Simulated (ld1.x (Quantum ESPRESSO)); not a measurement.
## u(r) = r·R(r): atom against pseudo-atom (Te (Z = 52))

Columns: radius, all-electron u(r) and pseudo u(r) of the 4p shell (level -118.55 eV) of tellurium in the configuration [Ar] 3d10 4s2 4p6 4d10 5s2 5p3.5; LDA (PZ), scalar-relativistic, RRKJ scheme, ld1.x (Quantum ESPRESSO) 7.5.

| r (bohr) | all-electron | pseudo |
| --- | --- | --- |
| 0.060 | 0.4745 | 0.0050 |
| 0.120 | 0.0350 | 0.0239 |
| 0.180 | -0.5315 | 0.0666 |
| 0.240 | -0.7129 | 0.1444 |
| 0.300 | -0.5358 | 0.2651 |
| 0.360 | -0.1676 | 0.4275 |
| 0.420 | 0.2475 | 0.6199 |
| 0.480 | 0.6211 | 0.8220 |
| 0.540 | 0.9126 | 1.0086 |
| 0.600 | 1.1120 | 1.1568 |
| 0.660 | 1.2266 | 1.2512 |
| 0.720 | 1.2710 | 1.2875 |
| 0.780 | 1.2619 | 1.2721 |
| 0.840 | 1.2147 | 1.2189 |
| 0.900 | 1.1426 | 1.1432 |
| 0.960 | 1.0558 | 1.0558 |
| 1.020 | 0.9621 | 0.9621 |
| 1.080 | 0.8668 | 0.8668 |
| 1.140 | 0.7739 | 0.7739 |
| 1.200 | 0.6858 | 0.6858 |
| 1.260 | 0.6039 | 0.6039 |
| 1.320 | 0.5290 | 0.5290 |
| 1.380 | 0.4613 | 0.4613 |
| 1.440 | 0.4007 | 0.4007 |
| 1.500 | 0.3470 | 0.3470 |
| 1.560 | 0.2995 | 0.2995 |

Q: How many radial nodes do the two functions have?

A: The all-electron 4p function has n − l − 1 = 2; the pseudo-wave has 0, since the states of the same l below it are removed with the core.

Q: At about which radius was the pseudo-wave matched?

A: 0.95 bohr, where the columns begin to agree (steps of 0.06 bohr).

Q: Is the pseudo-wave norm-conserving?

A: Yes: the RRKJ scheme keeps the norm inside the radius equal to the all-electron one, which fixes the energy derivative of the logarithmic derivative at the level.
